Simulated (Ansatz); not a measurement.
SnH3I⁺, that is SnIH3 with one electron fewer, relaxed as a doublet with UKS PBE-D4/def2-TZVP in Ansatz, starting from the PBE-D4/def2-TZVP geometry of the neutral singlet. Force threshold 0.02 eV/Å.

In the def2 sets I, Sn take a core potential; there is no spin–orbit coupling.

Start:

```tsv
atom	x (Å)	y (Å)	z (Å)
Sn1	-0.221	-0.092	0.008
I2	2.277	0.950	-0.085
H3	-0.361	-0.932	1.497
H4	-0.376	-1.148	-1.334
H5	-1.319	1.222	-0.087
```

| step | energy (eV) | largest force component (eV/Å) | SCF passes |
| --- | --- | --- | --- |
| 1 | -13971.9887 | 1.227 | 117 |
| 2 | -13972.0920 | 0.437 | 30 |
| 3 | -13972.1324 | 0.163 | 30 |
| 4 | -13972.1391 | 0.018 | 26 |

Force components are those of the run's own axes.

End:

```csv
atom,x (Å),y (Å),z (Å)
Sn1,-0.4029,-0.1347,-0.0485
I2,2.2587,0.8927,0.0105
H3,-0.1843,-0.8606,1.4962
H4,-0.3428,-1.1883,-1.3814
H5,-1.3287,1.2909,-0.0768
```

By distances, no bond broke or formed. The bond that changes most is Sn1–I2, from 2.71 to 2.85 Å (atoms count from 1).

No frequencies were taken in this run, so the end may be a saddle point.

It took 9.5 s on 4 threads of Arm Neoverse V2 on a shared host.
